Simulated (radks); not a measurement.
The numbers below are computed, except where a source is named.
Task: These are the eigenvalues of the occupied orbitals of an atom or ion with whole-number occupations (Ry). Level of theory: non-relativistic Kohn-Sham, PBE, spin-polarised, spherical densities, point nucleus (a radial shooting solver on a logarithmic mesh with Libxc functionals).

1s up: -428.6901
1s down: -428.6899
2s up: -48.29893
2s down: -48.17873
2p up: -41.02043
2p down: -40.92979
3s up: -5.38856
3s down: -5.06414
3p up: -3.37489
3p down: -3.05285
4s up: -0.32071
3d up: -0.28031

Which element is it, and in what charge state? The configuration may be excited. Open shells, if any, are filled with parallel spins first.

Result: Z = 24, chromium, charge 0: Cr in [Ar] 3d5 4s1. The list shows which subshells hold electrons but not how many an open one holds; the 1s level, -214.35 hartree, gives Z - s = 20.7 by -(Z - s)^2/2, which with screening narrows Z to a few neighbours, and the depths of the outer levels then fix element, charge and occupations together.
